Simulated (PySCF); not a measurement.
**UHF on V⁺ (vanadium, charge +1)**

Configuration: [Ar] 3d4, high-spin 5D determinant. Computed with PySCF 2.14 in cc-pVTZ, with the non-relativistic Hamiltonian (point nucleus).

```json
{
 "Total energy": "-942.674790 hartree",
 "One-electron energy": "-1292.4776 hartree",
 "Hartree (Coulomb) energy": "394.1425 hartree",
 "Exchange energy": "-44.3396 hartree",
 "Kinetic energy": "942.60270 hartree",
 "⟨S²⟩": "6.0012",
 "⟨L²⟩": "6.020",
 "Sum of ⟨r⟩": "16.37 bohr",
 "Sum of ⟨r²⟩": "21.60 bohr²",
 "Traceless quadrupole moment −½Σ⟨3z² − r²⟩ along its main axis": "-0.861 e·bohr²",
 "Density at the nucleus (Gaussians lack the cusp)": "8110 bohr⁻³",
 "Spin density at the nucleus": "-0.555 bohr⁻³",
 "Langevin diamagnetic susceptibility": "-17.1 ×10⁻⁶ cm³/mol",
 "Time after the integrals": "0.63 s of wall time on 1 thread of AMD EPYC 7B13 (shared host)"
}
```

```json
{"shell": "1s β", "electrons": "1", "mean orbital energy (hartree)": "-201.58012", "spread (hartree)": "0", "rms radius, mean of both spins (bohr)": "0.0776"}
{"shell": "1s α", "electrons": "1", "mean orbital energy (hartree)": "-201.57936", "spread (hartree)": "0", "rms radius, mean of both spins (bohr)": "0.0776"}
{"shell": "2s α", "electrons": "1", "mean orbital energy (hartree)": "-23.95253", "spread (hartree)": "0", "rms radius, mean of both spins (bohr)": "0.335"}
{"shell": "2s β", "electrons": "1", "mean orbital energy (hartree)": "-23.88537", "spread (hartree)": "0", "rms radius, mean of both spins (bohr)": "0.335"}
{"shell": "2p α", "electrons": "3", "mean orbital energy (hartree)": "-20.10645", "spread (hartree)": "0.00152", "rms radius, mean of both spins (bohr)": "0.304"}
{"shell": "2p β", "electrons": "3", "mean orbital energy (hartree)": "-20.03932", "spread (hartree)": "0.02114", "rms radius, mean of both spins (bohr)": "0.304"}
{"shell": "3s α", "electrons": "1", "mean orbital energy (hartree)": "-3.36967", "spread (hartree)": "0", "rms radius, mean of both spins (bohr)": "1.04"}
{"shell": "3s β", "electrons": "1", "mean orbital energy (hartree)": "-3.11825", "spread (hartree)": "0", "rms radius, mean of both spins (bohr)": "1.04"}
{"shell": "3p α", "electrons": "3", "mean orbital energy (hartree)": "-2.25745", "spread (hartree)": "0.03918", "rms radius, mean of both spins (bohr)": "1.13"}
{"shell": "3p β", "electrons": "3", "mean orbital energy (hartree)": "-1.94405", "spread (hartree)": "0.06037", "rms radius, mean of both spins (bohr)": "1.13"}
{"shell": "3d α", "electrons": "4", "mean orbital energy (hartree)": "-0.58620", "spread (hartree)": "0.05611", "rms radius, mean of both spins (bohr)": "1.66"}
```
